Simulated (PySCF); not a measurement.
Species: C7H10OSi.
Numbering: `[CH:1]#[C:2][C@@H:3]1[CH2:4][Si@H:5]1/[CH:6]=[CH:7]/[O:8][CH3:9]` (hydrogens: H10 on C1; H11 on C3; H12, H13 on C4; H14 on Si5; H15 on C6; H16 on C7; H17, H18, H19 on C9)

Geometry (PBE0-D3(BJ)/def2-SVP, Å), atoms numbered from 1 in this order:
```xyz
19
C7H10OSi angstrom
C      4.1499    1.7329   -0.6799
C      3.1556    1.2458   -0.1806
C      1.9815    0.6485    0.3802
C      1.9268   -0.8956    0.5419
Si     0.7117   -0.2445   -0.6948
C     -1.0759   -0.1575   -0.2767
C     -1.6093   -0.9458    0.6784
O     -2.8679   -0.9748    1.1160
C     -3.7918   -0.0891    0.5368
H      5.0293    2.1691   -1.1144
H      1.5504    1.2030    1.2241
H      1.5991   -1.2540    1.5238
H      2.8103   -1.4284    0.1750
H      1.0675   -0.3514   -2.1307
H     -1.7101    0.5624   -0.8039
H     -1.0090   -1.6858    1.2192
H     -4.7548   -0.2684    1.0300
H     -3.8973   -0.2716   -0.5464
H     -3.4910    0.9613    0.6927
```

Mulliken charges (e) from the PBE0/pcSseg-1 density (PySCF), one withheld:

```tsv
atom	bonded to	charge
C1	C2 H10	-0.4130
C2	C1 C3	+0.3321
C3	C2 C4 Si5 H11	-0.4999
C4	C3 Si5 H12 H13	-0.4339
Si5	C4 C6 C3 H14	+0.7475
C6	Si5 C7 H15	-0.5601
C7	C6 O8 H16	+0.1982
O8	C7 C9	?
C9	O8 H17 H18 H19	-0.0628
H10	C1	+0.0552
H11	C3	+0.1710
H12	C4	+0.1539
H13	C4	+0.1596
H14	Si5	-0.0479
H15	C6	+0.1430
H16	C7	+0.1194
H17	C9	+0.1400
H18	C9	+0.1193
H19	C9	+0.1199
```

Task: What is the charge on O8?

Result: The charges add up to the total charge, 0. The others sum to +0.4415, which leaves -0.4415 e for O8 (ether oxygen); the computed value is -0.4416, the difference coming from rounding.

Task: Add each hydrogen's charge to the atom that carries it.

Result: C1 -0.3578, C3 -0.3289, C4 -0.1204, Si5 +0.6996, C6 -0.4171, C7 +0.3176, C9 +0.3164. Atoms without hydrogen keep their charges.

Task: Across which bond do the charges differ most?

Result: Si5–C6: +0.7475 on Si5 against -0.5601 on C6, a difference of 1.3076 e. The lower charge is on the more electronegative element of the two (Pauling values: C 2.55, Si 1.90).

Task: Take the bonds between elements whose Pauling electronegativities differ by more than 0.25. In how many does the more electronegative atom carry the lower charge?

Result: In 14 of 15; it doesn't in C7–H16.

Task: How much positive and how much negative charge does this set hold in all?

Result: +2.4591 e on 12 atoms and -2.4592 e on 7.

The Mulliken scheme gives each basis function's population to the atom it is centred on and halves the overlap population of two atoms between them. Isolated species at its PBE0-D3(BJ)/def2-SVP geometry (one conformer only).

These values come from a run that also computed NMR shieldings. Hardware: one thread of an AMD EPYC, on a shared host. Cost: 1.9 min wall (grids of density and orbitals included), 0.97 GiB resident at most.
